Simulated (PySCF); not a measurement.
Isomers of C2H8AlOSb, mass 195.943 u with the commonest isotopes. Method: PBE0-D3(BJ)/def2-SVP geometry optimisation, gas phase, def2 core potentials past Kr (PySCF). One conformer each, none proved a minimum here; rigid rotors.

**Question.** Order these by rotational constant A, smallest first.
A. `[CH3:1][O:2][AlH:3][CH2:4][SbH2:5]` with C1–O2–Al3–C4 -171°, O2–Al3–C4–Sb5 94°, Al3–C4–Sb5–H 19° and -71°
B. `[CH3:1][CH2:2][O:3][AlH:4][SbH2:5]` with C1–C2–O3–Al4 102°, C2–O3–Al4–Sb5 6°, O3–Al4–Sb5–H -42° and -133°
C. `[O:1]=[CH:2][CH2:3][AlH2-:4][SbH3+:5]` with O1–C2–C3–Al4 67°, C2–C3–Al4–Sb5 -53°

**Answer.** C (3094 MHz), B (4174 MHz), A (5459 MHz).

**Question.** Order these by rotational constant B, largest first.
A. `[O:1]=[CH:2][CH2:3][AlH2-:4][SbH3+:5]` with O1–C2–C3–Al4 67°, C2–C3–Al4–Sb5 -53°
B. `[CH3:1][O:2][AlH:3][CH2:4][SbH2:5]` with C1–O2–Al3–C4 -171°, O2–Al3–C4–Sb5 94°, Al3–C4–Sb5–H 19° and -71°
C. `[CH3:1][CH2:2][O:3][AlH:4][SbH2:5]` with C1–C2–O3–Al4 102°, C2–O3–Al4–Sb5 6°, O3–Al4–Sb5–H -42° and -133°

**Answer.** A (1325 MHz), C (776.9 MHz), B (735.6 MHz).

**Question.** Order these by out-of-plane moment Σ m c² = (Ia + Ib − Ic)/2, smallest first.
A. `[CH3:1][O:2][AlH:3][CH2:4][SbH2:5]` with C1–O2–Al3–C4 -171°, O2–Al3–C4–Sb5 94°, Al3–C4–Sb5–H 19° and -71°
B. `[CH3:1][CH2:2][O:3][AlH:4][SbH2:5]` with C1–C2–O3–Al4 102°, C2–O3–Al4–Sb5 6°, O3–Al4–Sb5–H -42° and -133°
C. `[O:1]=[CH:2][CH2:3][AlH2-:4][SbH3+:5]` with O1–C2–C3–Al4 67°, C2–C3–Al4–Sb5 -53°

**Answer.** C (17.21 u·Å²), B (18.97 u·Å²), A (22.03 u·Å²).

```json
{"SMILES": "C[O][AlH][CH2][SbH2]", "point group": "C1", "Ia (u·Å²)": "92.58", "Ib (u·Å²)": "687.06", "Ic (u·Å²)": "735.58", "κ": "-0.98", "μa (D)": "0.35", "μb (D)": "0.24", "μc (D)": "0.26"}
{"SMILES": "O=C[CH2][AlH2-][SbH3+]", "point group": "C1", "Ia (u·Å²)": "163.32", "Ib (u·Å²)": "381.49", "Ic (u·Å²)": "510.40", "κ": "-0.68", "μa (D)": "0.46", "μb (D)": "0.40", "μc (D)": "0.73"}
{"SMILES": "CC[O][AlH][SbH2]", "point group": "C1", "Ia (u·Å²)": "121.09", "Ib (u·Å²)": "650.50", "Ic (u·Å²)": "733.64", "κ": "-0.95", "μa (D)": "0.26", "μb (D)": "0.71", "μc (D)": "0.24"}
```
